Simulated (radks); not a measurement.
Bi2+, 81 electrons, occupied as [Hg] 6p1. Calculated with a radial shooting solver on a logarithmic mesh with Libxc functionals: scalar-relativistic Kohn-Sham, LDA (Slater exchange, Perdew-Wang correlation), spin-polarised, spherical densities, finite nucleus; open shells are filled with parallel spins first (spin-orbit coupling, left out, can overturn this in heavy ions); Fermi nuclear charge, rms radius 5.5211 fm.

Local quantities along the radius. ELF = 1/(1 + alpha^2) is the electron localisation function; alpha = (tau - tau_W)/tau_unif compares the Pauli kinetic energy density with that of the uniform gas (summed over spins); s = |grad rho|/(2 (3 pi^2)^(1/3) rho^(4/3)) is the reduced gradient. tau is taken from the large components.

r (bohr)	ELF	alpha	s
0.001506	0.999	0.02601	0.7587
0.00174	0.999	0.02792	0.7199
0.002025	0.999	0.03045	0.6861
0.002358	0.999	0.03369	0.6592
0.002745	0.999	0.03786	0.6387
0.003195	0.998	0.04333	0.6244
0.00372	0.997	0.05060	0.6160
0.00433	0.996	0.06048	0.6136
0.005041	0.995	0.07417	0.6170
0.005869	0.991	0.09362	0.6264
0.006832	0.985	0.1220	0.6415
0.007954	0.974	0.1645	0.6621
0.00926	0.950	0.2297	0.6867
0.01069	0.905	0.3247	0.7107
0.01245	0.814	0.4784	0.7303
0.01449	0.667	0.7060	0.7316
0.01687	0.499	1.002	0.6966
0.01964	0.375	1.290	0.6111
0.02287	0.334	1.413	0.4854
0.02662	0.377	1.285	0.3638
0.03099	0.493	1.015	0.2926
0.03608	0.628	0.7702	0.2834
0.042	0.719	0.6256	0.3201
0.04889	0.741	0.5916	0.3810
0.05692	0.684	0.6795	0.4445
0.06627	0.544	0.9160	0.4775
0.07653	0.399	1.227	0.4379
0.08909	0.351	1.359	0.3184
0.1037	0.446	1.115	0.2195
0.1207	0.609	0.8007	0.2208
0.1406	0.706	0.6449	0.2996
0.1636	0.680	0.6862	0.4092
0.1905	0.502	0.9957	0.4859
0.2218	0.310	1.494	0.4107
0.2582	0.331	1.421	0.2151
0.3006	0.540	0.9228	0.1573
0.3499	0.694	0.6637	0.2395
0.4073	0.708	0.6415	0.3692
0.4742	0.600	0.8160	0.5030
0.5477	0.418	1.179	0.5731
0.6376	0.315	1.474	0.4994
0.7422	0.411	1.198	0.3760
0.8641	0.593	0.8281	0.3736
1.006	0.664	0.7115	0.4636
1.171	0.618	0.7859	0.5840
1.363	0.514	0.9730	0.7038
1.587	0.418	1.179	0.8090
1.848	0.379	1.280	0.9118
2.151	0.396	1.236	1.057
2.504	0.434	1.143	1.303
2.915	0.438	1.133	1.720
3.367	0.369	1.308	2.380
3.919	0.223	1.867	3.576
4.563	0.085	3.274	5.775
5.312	0.020	6.984	10.12
6.184	0.003	18.26	19.54
7.199	0.000	60.06	42.18

On this mesh the ELF has minima near r = 0.023, 0.089, 0.22, 0.64, 1.8 bohr, which separate the shells, and maxima near 0.049 (0.74), 0.14 (0.71), 0.41 (0.71), 1.0 (0.66), 2.9 (0.44).
